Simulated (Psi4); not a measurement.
H3Si, doublet, geometry from GFN2-xTB. Base run: CCSD(T)/def2-TZVP run with Psi4.

The Psi4 input:
```
memory 2 GB

molecule {
0 2
  Si    0.00172380    0.00046639    0.05606838
  H    -0.01025152    1.41163100   -0.27334508
  H     1.21691602   -0.70748096   -0.29344641
  H    -1.23079768   -0.71067955   -0.21816587
}

set basis def2-tzvp
set reference uhf
set freeze_core true

energy('ccsd(t)')
print_variables()
```

The base run was repeated with changes; each row names its change, and settings that it needs were set with it.

| change | ΔE vs base (kcal/mol) | MP2 correlation (Eh) | CC correlation without the perturbative part (Eh) | basis functions |
|---|---|---|---|---|
| base | 0.000 | -0.10788 | -0.13525 | 55 |
| method = ccsd | 2.00 | -0.10788 | -0.13525 | 55 |
| method = mp3 | 5.43 | -0.10776 | - | 55 |
| method = mp2 | 19.25 | -0.10776 | - | 55 |

Open shells are given as the SCF converged; they aren't shown to be the lowest states, and a large step between rows can be another state.
